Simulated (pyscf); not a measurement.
## HS–GeH:, singlet

Gas-phase minimum from PySCF at ωB97X-D3(BJ)/def2-SVP, one conformer. Other isomers of HS–GeH: [singlet] were not searched in full and may lie lower. 

SMILES: [SH][GeH]
```xyz
4

S      0.5510     0.1872     0.1298
Ge    -0.2668    -0.1593    -1.8896
H      0.7166     1.5194     0.0027
H     -0.3962    -1.7097    -1.5728
```

Bonded distances (Å): S1–Ge2 2.206, S1–H3 1.349, Ge2–H4 1.588. Angles (°): Ge2–S1–H3 96.6, S1–Ge2–H4 90.1.

Properties at ωB97X-D3(BJ)/def2-SVP:

```json
{
 "harmonic_wavenumbers_unscaled": "426, 595, 621, 875, 1981, 2748 cm⁻¹",
 "zero_point_energy": "10.4 kcal/mol",
 "rotational_symmetry_number": "1",
 "Entropy of this conformer at 298 K and 1 atm, rigid rotor and harmonic oscillator, modes under 100 cm⁻¹ raised to 100": "268.8 J/(mol K)",
 "dipole_moment": "1.01 D"
}
```

Single-point totals, which compare only within one level (frozen core for MP2 and CC):

| level | total energy (hartree) |
|---|---|
| ωB97X-D3(BJ)/def2-TZVP | -2476.37683 |
| PBE/def2-TZVP | -2475.92657 |
| r²SCAN/def2-TZVP | -2476.37290 |
| B3LYP-D3(BJ)/def2-TZVP | -2476.48723 |
| PBE0-D3(BJ)/def2-TZVP | -2476.01178 |
| M06-2X/def2-TZVP | -2476.39252 |
| ωB97M-D3(BJ)/def2-TZVP | -2476.48180 |
| HF/def2-TZVPP | -2474.07915 |
| MP2/def2-TZVPP | -2474.49165 |
| CCSD/def2-TZVPP | -2474.51686 |
| CCSD(T)/def2-TZVPP | -2474.53610 |

The CCSD(T) − MP2 part came from Ansatz, without density fitting, on the same reference. The frozen core leaves the outer d or s,p core shells of the metals and heavy elements correlated in the MP2 and CC values, and def2-TZVPP describes them poorly, so these totals are far from the basis limit. Elements up to Kr have no core potential and no relativistic terms here.
